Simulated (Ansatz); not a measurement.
Method: PBE-D3(BJ)/def2-SVP run with Ansatz (a quantum-chemistry and plane-wave program). No frequencies were computed at this level.

Ansatz 0.2 input:
```yaml
crystal:
  periodic: [false, false, false]
  atoms:
    - { symbol: Zr, position_ang: [-0.027251, 0.169459, 0.244331] }
    - { symbol: O, position_ang: [-0.239087, 2.032372, 0.502794] }
    - { symbol: C, position_ang: [-1.265508, 2.471052, 1.347669] }
    - { symbol: H, position_ang: [-1.568481, 1.677357, 2.064974] }
    - { symbol: H, position_ang: [-2.14818, 2.780526, 0.759312] }
    - { symbol: H, position_ang: [-0.921757, 3.346654, 1.921712] }
    - { symbol: O, position_ang: [1.731189, -0.230178, -0.339963] }
    - { symbol: C, position_ang: [1.778795, -1.528415, -0.869206] }
    - { symbol: H, position_ang: [1.368585, -2.267233, -0.145943] }
    - { symbol: H, position_ang: [2.826042, -1.796392, -1.079455] }
    - { symbol: H, position_ang: [1.20607, -1.592073, -1.815099] }
    - { symbol: O, position_ang: [-0.264872, -0.645158, 1.943345] }
    - { symbol: C, position_ang: [0.841069, -0.401613, 2.773527] }
    - { symbol: H, position_ang: [1.048265, 0.686392, 2.84867] }
    - { symbol: H, position_ang: [1.743632, -0.916354, 2.391018] }
    - { symbol: H, position_ang: [0.626142, -0.784599, 3.783076] }
    - { symbol: O, position_ang: [-1.328063, -0.578971, -0.914323] }
    - { symbol: C, position_ang: [-2.639305, -0.202103, -0.604413] }
    - { symbol: H, position_ang: [-2.833402, -0.294362, 0.485847] }
    - { symbol: H, position_ang: [-3.342729, -0.864145, -1.132975] }
    - { symbol: H, position_ang: [-2.838665, 0.83652, -0.933061] }
basis:
  gaussian: { orbitals: def2-svp }
hamiltonian:
  xc: pbe
  dispersion: d3bj
relax:
  max_steps: 150
```

Output:

```
[...]
relax step  19: F+E_penalty+E_count = -13795.06119004 eV  Δ(F+E_penalty+E_count) = -9.738e-4 eV  max|allowed force component| = 4.593e-2 eV/Å  Δτ_max = 0.0432 Å  (28 SCF iters, accepted)
these checks for a lower state are left out or cut short: starts, cluster_reference, orbital_swaps, neighbouring_geometries, increment
2178 factors; their error is unknown
mean field -13794.67799793 eV, -506.9450660553 hartree, gradient 2.1e-5 eV, S^2 0.000000; 0 other end points of the search recorded, 0 dependent functions left out
reference -13794.67808836 eV, -506.9450693785 hartree; 40, 40 occupied and 163, 163 virtual orbitals, 2178 factors
relax step  20: F+E_penalty+E_count = -13795.06207079 eV  Δ(F+E_penalty+E_count) = -8.808e-4 eV  max|allowed force component| = 4.305e-2 eV/Å  Δτ_max = 0.0588 Å  (29 SCF iters, accepted)
these checks for a lower state are left out or cut short: starts, cluster_reference, orbital_swaps, neighbouring_geometries, increment
2178 factors; their error is unknown
mean field evaluation 160: about -13794.6784 eV, gradient 2.1e-1 eV
mean field -13794.67847824 eV, -506.9450837065 hartree, gradient 2.1e-5 eV, S^2 0.000000; 0 other end points of the search recorded, 0 dependent functions left out
reference -13794.67856848 eV, -506.9450870227 hartree; 40, 40 occupied and 163, 163 virtual orbitals, 2178 factors
relax step  21: F+E_penalty+E_count = -13795.06248567 eV  Δ(F+E_penalty+E_count) = -4.149e-4 eV  max|allowed force component| = 6.725e-2 eV/Å  Δτ_max = 0.0622 Å  (29 SCF iters, accepted)
these checks for a lower state are left out or cut short: starts, cluster_reference, orbital_swaps, neighbouring_geometries, increment
2178 factors; their error is unknown
mean field -13794.67929074 eV, -506.9451135651 hartree, gradient 1.9e-5 eV, S^2 0.000000; 0 other end points of the search recorded, 0 dependent functions left out
reference -13794.67938094 eV, -506.9451168802 hartree; 40, 40 occupied and 163, 163 virtual orbitals, 2178 factors
relax step  22: F+E_penalty+E_count = -13795.06331526 eV  Δ(F+E_penalty+E_count) = -8.296e-4 eV  max|allowed force component| = 4.040e-2 eV/Å  Δτ_max = 0.0165 Å  (30 SCF iters, accepted)
these checks for a lower state are left out or cut short: starts, cluster_reference, orbital_swaps, neighbouring_geometries, increment
2178 factors; their error is unknown
mean field -13794.68009009 eV, -506.9451429407 hartree, gradient 2.0e-5 eV, S^2 0.000000; 0 other end points of the search recorded, 0 dependent functions left out
reference -13794.68018016 eV, -506.9451462507 hartree; 40, 40 occupied and 163, 163 virtual orbitals, 2178 factors
relax step  23: F+E_penalty+E_count = -13795.06422022 eV  Δ(F+E_penalty+E_count) = -9.050e-4 eV  max|allowed force component| = 2.805e-2 eV/Å  Δτ_max = 0.0514 Å  (28 SCF iters, accepted)
these checks for a lower state are left out or cut short: starts, cluster_reference, orbital_swaps, neighbouring_geometries, increment
2178 factors; their error is unknown
mean field -13794.67924807 eV, -506.9451119971 hartree, gradient 1.1e-5 eV, S^2 0.000000; 0 other end points of the search recorded, 0 dependent functions left out
reference -13794.67933779 eV, -506.9451152941 hartree; 40, 40 occupied and 163, 163 virtual orbitals, 2178 factors
relax step  24: F+E_penalty+E_count = -13795.06335245 eV  Δ(F+E_penalty+E_count) = +8.678e-4 eV  max|allowed force component| = 1.344e-1 eV/Å  Δτ_max = 0.1118 Å  (29 SCF iters, rejected (line search))
these checks for a lower state are left out or cut short: starts, cluster_reference, orbital_swaps, neighbouring_geometries, increment
2178 factors; their error is unknown
mean field evaluation 192: about -13794.6809 eV, gradient 2.0e-5 eV
mean field -13794.68089270 eV, -506.9451724361 hartree, gradient 2.0e-5 eV, S^2 0.000000; 0 other end points of the search recorded, 0 dependent functions left out
reference -13794.68098261 eV, -506.9451757403 hartree; 40, 40 occupied and 163, 163 virtual orbitals, 2178 factors
relax step  25: F+E_penalty+E_count = -13795.06500895 eV  Δ(F+E_penalty+E_count) = -7.887e-4 eV  max|allowed force component| = 1.524e-2 eV/Å  Δτ_max = 0.0545 Å  (29 SCF iters, accepted)
these checks for a lower state are left out or cut short: starts, cluster_reference, orbital_swaps, neighbouring_geometries, increment
2178 factors; their error is unknown
mean field -13794.68060041 eV, -506.9451616947 hartree, gradient 2.4e-5 eV, S^2 0.000000; 0 other end points of the search recorded, 0 dependent functions left out
reference -13794.68069005 eV, -506.9451649889 hartree; 40, 40 occupied and 163, 163 virtual orbitals, 2178 factors
relax step  26: F+E_penalty+E_count = -13795.06470889 eV  Δ(F+E_penalty+E_count) = +3.001e-4 eV  max|allowed force component| = 1.010e-1 eV/Å  Δτ_max = 0.0980 Å  (28 SCF iters, rejected (line search))
these checks for a lower state are left out or cut short: starts, cluster_reference, orbital_swaps, neighbouring_geometries, increment
2178 factors; their error is unknown
mean field -13794.68143481 eV, -506.9451923584 hartree, gradient 2.0e-5 eV, S^2 0.000000; 0 other end points of the search recorded, 0 dependent functions left out
reference -13794.68152460 eV, -506.9451956580 hartree; 40, 40 occupied and 163, 163 virtual orbitals, 2178 factors
relax step  27: F+E_penalty+E_count = -13795.06556927 eV  Δ(F+E_penalty+E_count) = -5.603e-4 eV  max|allowed force component| = 1.921e-2 eV/Å  Δτ_max = 0.0477 Å  (29 SCF iters, accepted)
these checks for a lower state are left out or cut short: starts, cluster_reference, orbital_swaps, neighbouring_geometries, increment
2178 factors; their error is unknown
mean field -13794.68202228 eV, -506.9452139475 hartree, gradient 2.0e-5 eV, S^2 0.000000; 0 other end points of the search recorded, 0 dependent functions left out
reference -13794.68211196 eV, -506.9452172433 hartree; 40, 40 occupied and 163, 163 virtual orbitals, 2178 factors
relax step  28: F+E_penalty+E_count = -13795.06621432 eV  Δ(F+E_penalty+E_count) = -6.451e-4 eV  max|allowed force component| = 1.242e-2 eV/Å  Δτ_max = 0.0487 Å  (29 SCF iters, accepted)
these checks for a lower state are left out or cut short: starts, cluster_reference, orbital_swaps, neighbouring_geometries, increment
2178 factors; their error is unknown
mean field -13794.68228600 eV, -506.9452236392 hartree, gradient 1.9e-5 eV, S^2 0.000000; 0 other end points of the search recorded, 0 dependent functions left out
reference -13794.68237551 eV, -506.9452269286 hartree; 40, 40 occupied and 163, 163 virtual orbitals, 2178 factors
relax step  29: F+E_penalty+E_count = -13795.06645431 eV  Δ(F+E_penalty+E_count) = -2.400e-4 eV  max|allowed force component| = 7.030e-2 eV/Å  Δτ_max = 0.0734 Å  (27 SCF iters, accepted)
these checks for a lower state are left out or cut short: starts, cluster_reference, orbital_swaps, neighbouring_geometries, increment
2178 factors; their error is unknown
mean field evaluation 224: about -13794.6828 eV, gradient 8.0e-4 eV
mean field -13794.68284822 eV, -506.9452443003 hartree, gradient 1.0e-5 eV, S^2 0.000000; 0 other end points of the search recorded, 0 dependent functions left out
reference -13794.68293775 eV, -506.9452475904 hartree; 40, 40 occupied and 163, 163 virtual orbitals, 2178 factors
relax step  30: F+E_penalty+E_count = -13795.06702156 eV  Δ(F+E_penalty+E_count) = -5.672e-4 eV  max|allowed force component| = 2.521e-2 eV/Å  Δτ_max = 0.0044 Å  (25 SCF iters, accepted)
these checks for a lower state are left out or cut short: starts, cluster_reference, orbital_swaps, neighbouring_geometries, increment
2178 factors; their error is unknown
mean field -13794.68309918 eV, -506.9452535227 hartree, gradient 1.9e-5 eV, S^2 0.000000; 0 other end points of the search recorded, 0 dependent functions left out
reference -13794.68318870 eV, -506.9452568127 hartree; 40, 40 occupied and 163, 163 virtual orbitals, 2178 factors
relax step  31: F+E_penalty+E_count = -13795.06730024 eV  Δ(F+E_penalty+E_count) = -2.787e-4 eV  max|allowed force component| = 1.716e-3 eV/Å  Δτ_max = 0.0191 Å  (31 SCF iters, accepted)
these checks for a lower state are left out or cut short: starts, cluster_reference, orbital_swaps, neighbouring_geometries, increment
2178 factors; their error is unknown
mean field -13794.68359537 eV, -506.9452717575 hartree, gradient 1.9e-5 eV, S^2 0.000000; 0 other end points of the search recorded, 0 dependent functions left out
reference -13794.68368487 eV, -506.9452750465 hartree; 40, 40 occupied and 163, 163 virtual orbitals, 2178 factors
relax step  32: F+E_penalty+E_count = -13795.06780625 eV  Δ(F+E_penalty+E_count) = -5.060e-4 eV  max|allowed force component| = 2.290e-2 eV/Å  Δτ_max = 0.0627 Å  (28 SCF iters, accepted)
these checks for a lower state are left out or cut short: starts, cluster_reference, orbital_swaps, neighbouring_geometries, increment
2178 factors; their error is unknown
mean field -13794.68240132 eV, -506.9452278771 hartree, gradient 2.5e-5 eV, S^2 0.000000; 0 other end points of the search recorded, 0 dependent functions left out
reference -13794.68249082 eV, -506.9452311661 hartree; 40, 40 occupied and 163, 163 virtual orbitals, 2178 factors
relax step  33: F+E_penalty+E_count = -13795.06661538 eV  Δ(F+E_penalty+E_count) = +1.191e-3 eV  max|allowed force component| = 1.169e-1 eV/Å  Δτ_max = 0.1008 Å  (28 SCF iters, rejected (line search))
these checks for a lower state are left out or cut short: starts, cluster_reference, orbital_swaps, neighbouring_geometries, increment
2178 factors; their error is unknown
mean field -13794.68359533 eV, -506.9452717560 hartree, gradient 2.2e-5 eV, S^2 0.000000; 0 other end points of the search recorded, 0 dependent functions left out
reference -13794.68368483 eV, -506.9452750450 hartree; 40, 40 occupied and 163, 163 virtual orbitals, 2178 factors
relax step  34: F+E_penalty+E_count = -13795.06780755 eV  Δ(F+E_penalty+E_count) = -1.301e-6 eV  max|allowed force component| = 2.275e-2 eV/Å  Δτ_max = 0.0002 Å  (19 SCF iters, accepted)
these checks for a lower state are left out or cut short: starts, cluster_reference, orbital_swaps, neighbouring_geometries, increment
2178 factors; their error is unknown
mean field evaluation 256: about -13794.6838 eV, gradient 5.5e-4 eV
mean field -13794.68376777 eV, -506.9452780931 hartree, gradient 1.9e-5 eV, S^2 0.000000; 0 other end points of the search recorded, 0 dependent functions left out
reference -13794.68385728 eV, -506.9452813826 hartree; 40, 40 occupied and 163, 163 virtual orbitals, 2178 factors
relax step  35: F+E_penalty+E_count = -13795.06799060 eV  Δ(F+E_penalty+E_count) = -1.831e-4 eV  max|allowed force component| = 1.368e-3 eV/Å  Δτ_max = 0.0149 Å  (29 SCF iters, accepted)
these checks for a lower state are left out or cut short: starts, cluster_reference, orbital_swaps, neighbouring_geometries, increment
2178 factors; their error is unknown
mean field -13794.68409817 eV, -506.9452902350 hartree, gradient 1.9e-5 eV, S^2 0.000000; 0 other end points of the search recorded, 0 dependent functions left out
reference -13794.68418769 eV, -506.9452935249 hartree; 40, 40 occupied and 163, 163 virtual orbitals, 2178 factors
relax step  36: F+E_penalty+E_count = -13795.06832186 eV  Δ(F+E_penalty+E_count) = -3.313e-4 eV  max|allowed force component| = 8.335e-3 eV/Å  Δτ_max = 0.0449 Å  (28 SCF iters, accepted)
2178 factors; their error is unknown
mean field -13794.68409817 eV, -506.9452902350 hartree, gradient 1.9e-5 eV, S^2 0.000000; 1 other end points of the search recorded, 0 dependent functions left out
reference -13794.68418769 eV, -506.9452935249 hartree; 40, 40 occupied and 163, 163 virtual orbitals, 2178 factors
Total energy: -13795.06841139 eV, -506.9594134852 hartree
Atom 0 at    -0.297554     0.089947     0.630751 Å, force    -0.000556    -0.001540     0.002231 eV/Å
Atom 1 at    -0.333464     2.032934     0.713926 Å, force    -0.001706     0.002391    -0.000192 eV/Å
Atom 2 at    -0.368539     3.421316     0.765330 Å, force    -0.001273     0.005202    -0.000775 eV/Å
Atom 3 at    -0.340244     3.790614     1.817222 Å, force     0.001453    -0.001685    -0.006242 eV/Å
Atom 4 at    -1.296269     3.823382     0.294586 Å, force     0.007364    -0.004002     0.004451 eV/Å
Atom 5 at     0.500241     3.870445     0.229442 Å, force    -0.005845    -0.001012     0.002938 eV/Å
Atom 6 at     1.083414    -0.479968    -0.614906 Å, force     0.001428    -0.001806    -0.001708 eV/Å
Atom 7 at     2.063448    -0.883156    -1.514074 Å, force     0.004642    -0.001003    -0.004329 eV/Å
Atom 8 at     2.700044    -1.692936    -1.086462 Å, force    -0.004299     0.007579    -0.003363 eV/Å
Atom 9 at     2.737048    -0.037622    -1.788357 Å, force    -0.005609    -0.007507     0.000846 eV/Å
Atom 10 at     1.614914    -1.273261    -2.457764 Å, force     0.004283     0.001879     0.008335 eV/Å
Atom 11 at     0.085945    -0.627967     2.397460 Å, force     0.000927     0.001102    -0.000370 eV/Å
Atom 12 at     0.378011    -1.132398     3.659073 Å, force    -0.001413    -0.000128    -0.000997 eV/Å
Atom 13 at     0.522715    -0.313380     4.401718 Å, force    -0.000089    -0.000077     0.000190 eV/Å
Atom 14 at     1.311227    -1.742499     3.647822 Å, force     0.000289    -0.000109     0.000056 eV/Å
Atom 15 at    -0.443566    -1.784870     4.036562 Å, force     0.000188     0.000131     0.000022 eV/Å
Atom 16 at    -2.026546    -0.565338     0.026853 Å, force    -0.002396    -0.001237    -0.001814 eV/Å
Atom 17 at    -3.262906    -1.043984    -0.390156 Å, force    -0.000758    -0.001004    -0.000039 eV/Å
Atom 18 at    -3.764737    -1.631409     0.414029 Å, force     0.001970     0.002226    -0.003848 eV/Å
Atom 19 at    -3.162958    -1.710577    -1.278539 Å, force    -0.000188     0.003538     0.003316 eV/Å
Atom 20 at    -3.947736    -0.210538    -0.672679 Å, force     0.001589    -0.002940     0.001289 eV/Å
Dipole moment:     0.000343     0.000579    -0.000991 e Å
```

Cost: around 6 core-minutes (rough).
